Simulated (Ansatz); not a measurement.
`CB(S)C(N)F` at its PBE0-D4/def2-TZVP geometry, where that method's forces vanish. Total charge 0; spin multiplicity 1.

```json
{"atom": "C1", "x (Å)": "1.540", "y (Å)": "0.912", "z (Å)": "-0.814"}
{"atom": "B2", "x (Å)": "0.515", "y (Å)": "0.390", "z (Å)": "0.236"}
{"atom": "S3", "x (Å)": "0.880", "y (Å)": "0.485", "z (Å)": "1.978"}
{"atom": "C4", "x (Å)": "-0.898", "y (Å)": "-0.185", "z (Å)": "-0.229"}
{"atom": "N5", "x (Å)": "-1.457", "y (Å)": "-1.176", "z (Å)": "0.608"}
{"atom": "F6", "x (Å)": "-0.795", "y (Å)": "-0.627", "z (Å)": "-1.575"}
{"atom": "H7", "x (Å)": "2.441", "y (Å)": "1.358", "z (Å)": "-0.391"}
{"atom": "H8", "x (Å)": "1.061", "y (Å)": "1.642", "z (Å)": "-1.476"}
{"atom": "H9", "x (Å)": "1.830", "y (Å)": "0.083", "z (Å)": "-1.469"}
{"atom": "H10", "x (Å)": "-0.263", "y (Å)": "-0.088", "z (Å)": "2.403"}
{"atom": "H11", "x (Å)": "-1.602", "y (Å)": "0.659", "z (Å)": "-0.272"}
{"atom": "H12", "x (Å)": "-2.383", "y (Å)": "-1.456", "z (Å)": "0.316"}
{"atom": "H13", "x (Å)": "-0.868", "y (Å)": "-1.995", "z (Å)": "0.683"}
```

Q: For each bond, give half the difference of the two atoms' forces along it (eV/Å; positive pushes the atoms apart) under PBE-D4, r2SCAN-D4, B3LYP-D4, ωB97M-V in def2-TZVPP. (An estimate is asked.)

A: Computed: 
```tsv
bond	length (Å)	PBE-D4	r2SCAN-D4	B3LYP-D4	ωB97M-V
C1–B2	1.557	-0.05	-0.03	0.02	0.07
C1–H7	1.090	0.10	-0.02	-0.03	-0.05
C1–H8	1.096	0.14	0.00	-0.04	-0.07
C1–H9	1.096	0.14	0.00	-0.04	-0.07
B2–S3	1.782	0.10	0.10	0.10	0.03
B2–C4	1.595	-0.17	-0.13	-0.12	-0.08
S3–H10	1.347	0.29	0.02	-0.04	-0.13
C4–N5	1.412	0.04	0.09	0.18	0.23
C4–F6	1.421	0.62	0.42	0.41	0.16
C4–H11	1.100	0.11	-0.06	-0.17	-0.17
N5–H12	1.011	0.22	-0.02	-0.06	-0.09
N5–H13	1.011	0.23	0.01	-0.04	-0.07
```

B3LYP here is the variant with VWN-RPA as its local correlation; programs differ in this.
